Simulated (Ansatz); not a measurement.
C₃H₆FNSi, SMILES `NC1(F)C=C[SiH2]1`, relaxed with RKS PBE0-D4/def2-TZVP in Ansatz from a PBE-D4/def2-SVP geometry. The force threshold is 0.005 eV/Å; the program also tests the step.

The species carries charge 0 and has multiplicity 1.

Start:

```xyz
12

N    -0.594   -1.045   -1.317
C    -0.302   -0.613   -0.006
F    -0.683   -1.568    0.988
C    -0.897    0.743    0.352
C     0.129    1.593    0.617
Si    1.414    0.251    0.343
H    -1.599   -1.228   -1.448
H    -0.077   -1.894   -1.571
H    -1.988    0.942    0.386
H     0.049    2.656    0.886
H     2.150   -0.239    1.561
H     2.398    0.402   -0.790
```

(1) How much energy does the relaxation release, and in how many steps? (Best estimate.)

(2) Which bonds change most? (Estimate.)

(3) Give the relaxed structure. (An estimate is asked.)

Results:

(1) The calculation gave: 5.46 kJ/mol, in 6 steps.

(2) The calculation gave: C2–Si6 from 1.953 to 1.926 Å; C5–Si6 from 1.878 to 1.855 Å; Si6–H12 from 1.508 to 1.489 Å; C4–C5 from 1.359 to 1.340 Å.

(3) Computed: 
```xyz
12

N    -0.594   -1.045   -1.300
C    -0.292   -0.606   -0.001
F    -0.678   -1.557    0.977
C    -0.884    0.740    0.352
C     0.128    1.579    0.616
Si    1.397    0.252    0.348
H    -1.584   -1.220   -1.430
H    -0.070   -1.867   -1.566
H    -1.956    0.942    0.371
H     0.043    2.626    0.874
H     2.133   -0.237    1.543
H     2.356    0.393   -0.782
```
